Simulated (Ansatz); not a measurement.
Species: sum formula Si$_{2}$H$_{2}$F$_{3}$ (charge -1, singlet). It need not be the lowest isomer of its formula. Whether it binds its extra electron was not tested at this geometry. 
Structure (B3LYP-D3(BJ)/def2-TZVP (Ansatz, a program for electronic structure) minimum search):
```xyz
7

F      1.9817    -1.3434    -0.1960
Si     1.5212     0.1957     0.3593
Si    -0.7710     0.0974    -0.3174
F     -1.4675     1.5808    -0.2758
F     -1.7404    -0.7548     0.6946
H      1.7721     0.9928    -0.9435
H     -1.2399    -0.4400    -1.6486
```
Charge -1, spin multiplicity 1.

Basis-set convergence of Hartree-Fock and CCSD(T) correlation energies (hartree) with Ansatz. Correlated levels leave the core frozen unless marked. Spin-orbit coupling is left out. Non-relativistic. This anion needs diffuse functions, which these sets lack.

| basis | functions | E(HF) | E(corr, CCSD(T)) |
|---|---|---|---|
| cc-pV(D+d)Z | 98 | -877.53777 | -0.79789 |
| cc-pV(T+d)Z | 196 | -877.68253 | -1.05577 |
| cc-pV(Q+d)Z | 353 | … | … |

**Question.** Complete the blanks.

**Answer.** 
- cc-pV(Q+d)Z, E(HF): -877.72141
- cc-pV(Q+d)Z, E(corr, CCSD(T)): -1.14738
